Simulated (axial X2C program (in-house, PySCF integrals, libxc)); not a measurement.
## Worked dissociation energy of CoH: HF, spin-free

Calculated with an in-house all-electron X2C program for linear molecules (integrals from PySCF). Spin-free means the one-electron spin-free X2C Hamiltonian. Basis: Co dyall-cv3z [9s10p6d3f2g], H dyall-v3z [6s2p1d] (cores contracted in-house); Gaussian nuclei, density fitting, unrestricted open shells. Masses: Co 58.933 u, H 1.008 u.

Molecular state: M_S = 1, Λ = 2 (beyond evenly filled blocks: σα, δ+α, δ+β, δ-α).

| Property | Result |
| --- | --- |
| E(Co) (2M_S = 3, M_L = 2) | -1391.911106 hartree |
| E(H) (2M_S = 1, M_L = 0) | -0.500004 hartree |
| E(CoH) at Re | -1392.386768 hartree |
| ωe | 1591.3 cm⁻¹ |
| ωexe | 28.9 cm⁻¹ |

Task: Work out De and D0.

Result: De = -1391.911106 + (-0.500004) − (-1392.386768) = -0.02434 hartree = -0.662 eV. The zero-point energy is ωe/2 − ωexe/4 = 788 cm⁻¹ = 0.098 eV, so D0 = -0.760 eV. A negative De means the minimum lies above these fragments, at Hartree–Fock because correlation, which is larger in the molecule than in the atoms, is missing; it does not show that the molecule is unbound.

One determinant describes the state; a PBE0 search over occupations chose it and may have missed a lower one. De is counted from the lowest determinant-based energies of the atoms at the same level, without counterpoise correction. PBE0 can misorder states that lie within some tenths of an eV, so this need not be the ground state of the molecule. The nearest other spin-free determinant of the search, M_S = 1, Λ = 3, lies 0.011 eV up at the distance of the search. With spin–orbit coupling the lowest determinant has another configuration, so this spin-free state is a model.

Hartree–Fock lacks correlation and underbinds, often by eV.

Each atomic determinant is the lowest at this level and need not be a pure term. Totals compare only within one Hamiltonian and basis.
